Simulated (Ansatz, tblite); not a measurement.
Cost and result up the ladder for the cluster Sn5Au (6 atoms). Charge 0, multiplicity 2. Geometry: PBE-D4/def2-SVP.

```xyz
6

Au   -1.8491   -1.2396    0.1784
Sn    1.8249    0.9141   -0.7490
Sn    0.5739    1.3894    1.8105
Sn    0.0961   -0.9800   -1.9509
Sn    0.7190   -1.4848    1.1323
Sn   -1.3649    1.4009   -0.4213
```

Ansatz on 6 threads of Intel Xeon on a shared host; xTB runs through tblite on one thread. Times are rough, summed over both states, and most runs start from the orbitals of an earlier one. No level here is sound enough to serve as a yardstick. The other state is a singlet.

In the def2 sets Au, Sn take a core potential; there is no spin–orbit coupling. The xTB rows come from tblite. HSE06 is defined as in plane-wave codes, on full-range PBE exchange. No other spin state of charge 0 was run. The structure comes from a short search, and lower isomers may exist.

Raw xTB energies of ions are shifted by several eV, and xTB has no spin-polarisation term.

| level | functions | wall time |
| --- | --- | --- |
| GFN1-xTB | 54 | 0.053 s |
| GFN2-xTB | 54 | 0.089 s |
| PBE-D4/def2-TZVP | 290 | 22 s |
| HSE06-D4/def2-TZVP (with forces) | 290 | 59 s |
| PBE0-D4/def2-TZVP | 290 | 66 s |

Estimate what each level gives for the vertical IE (eV).


```
                           level  vertical IE (eV)                                    remarks
                        GFN1-xTB             11.49                                          –
                        GFN2-xTB             11.48                                          –
                PBE-D4/def2-TZVP              6.67  restricted singlet, untested (+1 singlet)
HSE06-D4/def2-TZVP (with forces)              6.82  restricted singlet, untested (+1 singlet)
               PBE0-D4/def2-TZVP              6.83  restricted singlet, untested (+1 singlet)
```
